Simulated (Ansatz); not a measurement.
Harmonic frequencies (cm⁻¹) at PBE0-D4/def2-TZVP from Ansatz: 144, 292, 476, 544, 708, 821, 868, 883, 2157, 2161, 2180, 2444.

(1) Which molecule is it?
A. `[GeH3][SeH]`
B. `[F][Ge]([F])([F])[I]`
C. `[Br][GeH]([Br])[Br]`
D. `[SH][Ge]([SH])([SH])[Cl]`

Results:

(1) A.
